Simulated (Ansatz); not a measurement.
Reaction (substitution at a C–S bond): `C[O][Sn]([CH3])([F])[S]C` + `[OH][AlH][SH]` → `C[O][AlH][SH]` + `C[O][Sn]([CH3])([F])[SH]`

Calculated with Ansatz (gas phase, PBE0-D4/def2-TZVP geometries, no zero-point term in ΔE). CCSD(T)/CBS is the MP2 limit (def2-TZVPP, def2-QZVPP) plus CCSD(T) − MP2 in def2-TZVPP, frozen cores. Functionals use def2-TZVPP. def2 core potentials past Kr. For Sn outer-core shells are correlated without core-valence functions, which leaves a few kJ/mol of doubt a bond. Each species was taken in one conformer, which may not be the lowest.

```json
{"level": "PBE-D4", "ΔE (kcal/mol)": "9.4"}
{"level": "r2SCAN-D4", "ΔE (kcal/mol)": "9.0"}
{"level": "PBE0-D4", "ΔE (kcal/mol)": "9.2"}
{"level": "ωB97X-V", "ΔE (kcal/mol)": "8.3"}
{"level": "SCS-MP2/def2-TZVPP", "ΔE (kcal/mol)": "9.5"}
{"level": "CCSD/def2-TZVPP", "ΔE (kcal/mol)": "8.5"}
{"level": "HF/def2-QZVPP", "ΔE (kcal/mol)": "5.6"}
{"level": "CCSD/CBS(def2)", "ΔE (kcal/mol)": "9.9"}
```

(1) What does CCSD(T)/CBS give? (An estimate is asked.)

Largest T1 diagnostic among the species: 0.013.

## Answers

(1) Computed: +10.5 kcal/mol. The listed levels differ from it by -1.1, -1.5, -1.3, -2.2, -1.0, -2.0, -4.9, -0.6 kcal/mol.

The D4 term adds +1.1 kcal/mol with B3LYP and +0.6 kcal/mol with PBE0; it sums over pairs of atoms, weighted by their polarisabilities, and B3LYP, whose exchange is more repulsive, gets the larger term. In def2-TZVPP, CCSD(T) changes the Hartree–Fock value by +3.5 kcal/mol (the triples alone add +0.6 kcal/mol) and MP2 by +5.2 kcal/mol.

B3LYP here is the variant with VWN-RPA as its local correlation; programs differ in this.
